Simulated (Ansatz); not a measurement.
Geometry optimisation, RKS PBE/def2-SVP (Ansatz 0.2.0).

The input (input.yaml):

```yaml
crystal:
  periodic: [false, false, false]
  atoms:
    - { symbol: B, position_ang: [-0.239, -0.6935, -0.0025] }
    - { symbol: Br, position_ang: [-0.9971, 1.3423, -0.9779] }
    - { symbol: F, position_ang: [-1.0621, -1.0701, 0.9317] }
    - { symbol: F, position_ang: [0.1685, -1.5113, -0.929] }
    - { symbol: H, position_ang: [0.6603, 1.629, 0.085] }
    - { symbol: Cl, position_ang: [1.4695, 0.3036, 0.8926] }
basis:
  gaussian: { orbitals: def2-SVP }
hamiltonian:
  xc: pbe
relax:
  f_tol: 0.15
  max_steps: 25
  restrain:
    - { distance: [0, 5], at: 3.16, k: 30.0 }
    - { distance: [4, 1], at: 2.81, k: 30.0 }
    - { distance: [0, 1], at: 2.04, k: 30.0 }
    - { distance: [4, 5], at: 1.33, k: 30.0 }
```

Launched with:

```bash
$ ansatz run input.yaml --threads 2 --pin off --max-ram 3072MiB --backend cpu --events-out ev --progress --plain --runs-dir out
```

Where does it end, and by what steps?

The run converged. The restraints hold the end off the free minimum. After 6 steps the energy has fallen by 1.087 eV (the restraints' own energy left out); Cl6 moved furthest, 0.57 Å. Parted: B1–Cl6. Joined: H5–Cl6.

| step | energy less start (eV) | largest force component (eV/Å) | accepted |
| --- | --- | --- | --- |
| 0 | 0.0000 | 1.742 | yes |
| 1 | -0.1812 | 2.186 | yes |
| 2 | -0.7642 | 1.841 | yes |
| 3 | -1.0803 | 0.997 | yes |
| 4 | -1.0835 | 0.805 | yes |
| 5 | -1.0894 | 0.951 | yes |
| 6 | -1.0871 | 0.921 | yes |

```xyz
6
Properties=species:S:1:pos:R:3
B -0.656 -0.714 -0.273
Br -1.256 1.023 -1.075
F -1.128 -1.074 0.902
F 0.117 -1.511 -0.978
H 1.092 1.564 0.371
Cl 1.831 0.713 1.053
```

Whether the end is a true minimum wasn't checked by a vibrational analysis.

Time of the run: 12 s on 2 threads of Arm Neoverse V1, on a shared host, peak memory 0.15 GiB.
